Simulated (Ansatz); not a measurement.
Geometry optimisation, RKS CAM-B3LYP/def2-SVP (Ansatz).

The input (input.yaml):

```yaml
crystal:
  periodic: [false, false, false]
  atoms:
    - { symbol: B, position_ang: [0.0, 0.0, 0.0] }
    - { symbol: F, position_ang: [0.0, 0.0, 1.67] }
    - { symbol: O, position_ang: [1.2211, 0.0, -0.705] }
    - { symbol: H, position_ang: [1.5209, -0.9519, -0.8599] }
    - { symbol: H, position_ang: [-1.0305, 0.0, -0.595] }
    - { symbol: S, position_ang: [0.0982, 2.076, 0.6906] }
    - { symbol: H, position_ang: [0.6507, 2.1151, 1.9763] }
    - { symbol: H, position_ang: [0.0504, 1.0663, 1.6601] }
basis:
  gaussian: { orbitals: def2-SVP }
hamiltonian:
  xc: cam_b3lyp
relax:
  f_tol: 0.15
  max_steps: 25
  restrain:
    - { distance: [0, 5], at: 1.89, k: 30.0 }
    - { distance: [7, 1], at: 0.92, k: 30.0 }
    - { distance: [0, 1], at: 2.52, k: 30.0 }
    - { distance: [7, 5], at: 2.6, k: 30.0 }
```

Launched with:

```bash
$ ansatz run input.yaml --threads 2 --pin off --max-ram 3072MiB --backend cpu --events-out ev --progress --plain --runs-dir out
```

Where does it end, and by what steps?

The run converged. The restraints hold the end off the free minimum; the threshold counts their pulls, which the force column leaves out. Restrained pairs: B1–S6 (2.19 → 1.87 Å), F2–H8 (1.07 → 0.93 Å), B1–F2 (1.67 → 2.52 Å), S6–H8 (1.40 → 2.59 Å). After 12 steps the energy has fallen by 3.743 eV (the restraints' own energy left out); H7 moved furthest, 1.39 Å.

| step | energy less start (eV) | largest force component (eV/Å) | accepted |
| --- | --- | --- | --- |
| 0 | 0.0000 | 6.373 | yes |
| 1 | -1.4275 | 3.737 | yes |
| 2 | -1.9256 | 3.123 | yes |
| 3 | -2.4040 | 3.210 | yes |
| 4 | -2.9803 | 0.755 | yes |
| 5 | -3.2154 | 0.814 | yes |
| 6 | -3.3840 | 1.056 | yes |
| 7 | -3.5380 | 0.980 | yes |
| 8 | -3.6443 | 0.842 | yes |
| 9 | -3.7145 | 0.834 | yes |
| 10 | -3.7397 | 0.805 | yes |
| 11 | -3.7152 | 0.839 | no |
| 12 | -3.7426 | 0.792 | yes |

```xyz
8
Properties=species:S:1:pos:R:3
B 0.099 0.556 -0.172
F -0.251 -0.587 2.051
O 1.342 0.090 -0.364
H 1.359 -0.800 -0.736
H -0.901 0.010 -0.555
S -0.103 2.254 0.574
H 1.217 2.472 0.755
H -0.252 0.309 2.284
```

The run took 42 s on 2 threads of Arm Neoverse N1, on a shared host, peak memory 0.17 GiB.
